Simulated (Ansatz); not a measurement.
Molecule: BO$_{2}$, net charge 0, doublet state. It need not be the lowest isomer of its formula. SMILES: [O][B][O]
Coordinates optimised at B3LYP-D3(BJ)/def2-TZVP (Ansatz, a quantum-chemistry and plane-wave program):
```xyz
3

B      0.0000     0.0000     0.0000
O      0.0000     0.0000    -1.2612
O      0.0000     0.0000     1.2612
```
Charge 0, spin multiplicity 2.

Wanted: atomisation energy (electronic, to ground-state atoms), in kcal/mol. Cores are frozen in the correlated levels unless marked. Open shells are spin-unrestricted. No spin-orbit coupling. Non-relativistic unless marked X2C. FCI takes restricted orbitals. The coupled-cluster limit lacks core correlation, which all-electron functionals hold. Basis-set limits of correlation are two-point, X^-3; Hartree-Fock from the larger set.

| level | program | atomisation energy (kcal/mol) |
|---|---|---|
| HF/cc-pVTZ | Ansatz | 213.7 |
| r2SCAN0/def2-TZVPD | Ansatz | 316.6 |
| wB97X/def2-TZVPD | Ansatz | 322.1 |
| RI-MP2/aug-cc-pVTZ | Ansatz | 320.5 |
| RI-MP2/CBS(aug-cc-pVTZ,aug-cc-pVQZ) | Ansatz | 329.9 |
| RI-MP2/CBS(cc-pVTZ,cc-pVQZ) | Ansatz | 329.9 |
| SCS-MP2/6-31G* | Ansatz | 300.0 |
| X2C-CCSD(T)/cc-pVTZ-DK | Ansatz | 311.0 |
| FCI/STO-3G | Ansatz | 293.7 |
| CCSD(T)/CBS(cc-pVTZ,cc-pVQZ) | Ansatz | 322.0 |

The UHF reference is spin-contaminated (<S^2> 0.19 over the pure value in the largest basis).
